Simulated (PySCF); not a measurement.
Species: C5H11O2P.
Z-matrix (Å and degrees, GFN2-xTB geometry), rows numbered from 1:
```
C 
O   1  1.4042
C   2  1.4061  1  112.02
C   3  1.5290  2  110.02  1  -174.18
C   4  1.5297  3  108.30  2   -90.76
C   5  1.5237  4  106.67  3   -49.65
P   6  1.8336  5  102.86  4    45.24
O   7  1.4656  3  117.94  2  -116.54
H   1  1.0972  2  110.94  3    68.56
H   1  1.0882  2  106.88  3  -171.90
H   1  1.0990  2  111.23  3   -52.10
H   3  1.1039  2  110.03  1   -50.91
H   4  1.0899  3  109.36  2    30.92
H   4  1.0916  3  109.19  2   149.95
H   5  1.0904  4  111.12  3  -171.89
H   5  1.0914  4  108.87  3    68.52
H   6  1.0937  5  111.84  4   -70.17
H   6  1.0899  5  113.35  4   166.82
H   7  1.3961  3  103.27  2    12.00
```

NICS is the negative of the GIAO shielding at a point without a nucleus: at the ring centre (0) and 1 Å above and below it (1); zz is the component along the ring normal. Level: GIAO PBE0/pcSseg-1 (PySCF, non-relativistic, gas phase) on the GFN2-xTB geometry, one conformer.

Ring bond lengths (Å), with Mayer bond orders in brackets: C3–C4 1.529 (1.01), C4–C5 1.530 (1.01), C5–C6 1.524 (1.01), C6–P7 1.834 (0.92), P7–C3 1.868 (0.82).

What do the NICS probes read (ppm)?

```
          ring                                             type  NICS(0)  NICS(1), two faces  NICS(1)zz, two faces  rms pucker (Å)  centre to ring atoms, mean (Å)
C3–C4–C5–C6–P7  5-membered ring with P; formal bonds all single     -4.8         -3.4 / -4.6           -1.1 / -2.0            0.20                            1.38
```

What do they say, and how far can they be read as aromaticity?

- C3–C4–C5–C6–P7: mean NICS(1)zz -1.6 ppm, near zero. C3, C4, C5, C6, P7 have four or more neighbours, so the value isn't read as a sign of a π ring current.

What is the mean of the two in-plane components of NICS at the first NICS(1) probe listed for ring C3–C4–C5–C6–P7, 1 Å off the ring?

The isotropic value is a third of the trace: (3 × -3.4 − (-1.1))/2 = -4.5 ppm.

List the ring angles and the Hirshfeld charges of the ring atoms.

- C3–C4–C5–C6–P7: C3 104.7° (+0.002 e), C4 108.3° (-0.074 e), C5 106.7° (-0.069 e), C6 102.9° (-0.115 e), P7 95.3° (+0.396 e); sum 517.8° against 540° for a flat convex ring.

What are the shieldings of the ring atoms and their hydrogens in the same run (means over atoms taken as equivalent)?

| atoms | environment | σ isotropic (ppm) |
| --- | --- | --- |
| C3 | sp3 carbon bound to oxygen | 102.6 |
| C4 | ring CH2 carbon | 150.0 |
| C5 | ring CH2 carbon | 164.1 |
| C6 | sp3 carbon bound to phosphorus | 154.3 |
| P7 | phosphoryl phosphorus | 286.2 |
| H12 | methine hydrogen | 28.09 |
| H13 | methylene hydrogen | 29.71 |
| H14 | methylene hydrogen | 29.87 |
| H15 | methylene hydrogen | 29.96 |
| H16 | methylene hydrogen | 30.27 |
| H17 | methylene hydrogen | 30.27 |
| H18 | methylene hydrogen | 29.60 |
| H19 | P–H hydrogen | 24.42 |

Cost: about 1.9 min of CPU time on one thread (with the writing of density and orbital grids); the machine was shared, so the figure is rough. This is the whole shielding run at PBE0/pcSseg-1, SCF included.
